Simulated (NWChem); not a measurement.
# SiOF$_{3}$, doublet; SMILES [O][Si](F)(F)F

```xyz
5

O      0.0018    -1.6909    -0.0802
Si     0.0193    -0.0186    -0.0057
F      1.0524     0.5385     1.0931
F     -1.4868     0.3843     0.3957
F      0.4185     0.6538    -1.4104
```
Atoms are numbered in this order, from 1.

Level: PBE-D3(BJ)/def2-SVP, spin-unrestricted (NWChem), optimised geometry, unscaled harmonic frequencies. The radical's symmetric form is orbitally degenerate, so geometry and low modes hang on which distorted state is reached.

| frequency (cm⁻¹) | IR intensity (km/mol) |
|---|---|
| 120 | 0.0 |
| 219 | 3.4 |
| 318 | 35.0 |
| 335 | 33.4 |
| 353 | 45.1 |
| 732 | 0.8 |
| 917 | 81.2 |
| 975 | 165.0 |
| 990 | 168.9 |

- zero-point energy: 7.1 kcal/mol
- thermal correction to the enthalpy at 298.15 K (with zero-point energy): 11.1 kcal/mol
- heat capacity Cv: 16.6 cal/(mol K)
- entropy at 298.15 K and 1 atm (symmetry number 1, electronic part: spin degeneracy alone): 76.5 cal/(mol K)
- dipole moment: 0.17 D

Rigid rotor and harmonic oscillator.
